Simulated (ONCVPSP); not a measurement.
# What one change does to a pseudopotential (arsenic (As), ONCV)

ONCVPSP 4.0.1 input, shortened (lines: element, Z, core and valence counts, functional; n l f; lmax; l rc ep ncon nbas qcut; lloc lpopt rc5 dvloc0; l nproj debl; icmod fcfact rcfact), PBE, scalar-relativistic:

```
  As 33.00    3    5        4      upf
    1    0    2.00
    2    0    2.00
    2    1    6.00
    3    0    2.00
    3    1    6.00
    3    2   10.00
    4    0    2.00
    4    1    3.00
    2
    0    0.80    0.00    4    7   11.70
    1    1.15    0.00    4    7   13.30
    2    0.65    0.00    5    9   22.40
    2    5    0.65    0.00
    0    2    3.50
    1    3    0.70
    2    0    1.50
    0    0.00    0.00
```

Change: p: rc 1.02.

Cutoffs: the cutoffs (Ha) at which the residual kinetic energy of the hardest occupied pseudo-wave falls to 1 and 0.1 mHa per electron; they do not see the model core or the augmentation charge, which bear on the density cutoff. Errors are all-electron minus pseudo energies relative to the spin-unpolarised reference configuration.

Question: Predict the effect on cutoff, ghosts and configuration errors.

Answer: The potential gets neither clearly harder nor softer (220 Ha and 253 Ha → 220 Ha and 253 Ha); of the 4 tests that both files solve, the error grows in 0 and shrinks in 1 by more than 15 % and 0.3 meV (median size 1.7 → 1.1 meV); neither file shows a bound ghost.

```csv
quantity,base,changed
"cutoff, loose",220 Ha,220 Ha
"cutoff, tight",253 Ha,253 Ha
loose cutoff by channel,"s 92 Ha, p 60 Ha, d 220 Ha","s 92 Ha, p 64 Ha, d 220 Ha"
bound ghosts,none,none
GHOST(+) flags under 300 eV,none,none
"error for 3s2 3p6 3d10 4s2 4p2, meV [ΔE 9.15 eV]",-0.5,-0.5
"error for 3s2 3p6 3d10 4s2 4p1, meV [ΔE 27.07 eV]",-1.8,-1.7
"error for 3s2 3p6 3d10 4s2 4p0, meV [ΔE 54.77 eV]",-3.7,-3.6
"error for 3s2 3p6 3d9 4s2 4p4, meV [ΔE 40.10 eV]",-1.7,+0.3
s: phases at 0.81 bohr within 0.05 rad from the reference energy up to (Ha; the scan ends near 5),to the end of the scan,to the end of the scan
d: phases at 0.66 bohr within 0.05 rad from the reference energy up to (Ha; the scan ends near 5),to the end of the scan,to the end of the scan
```
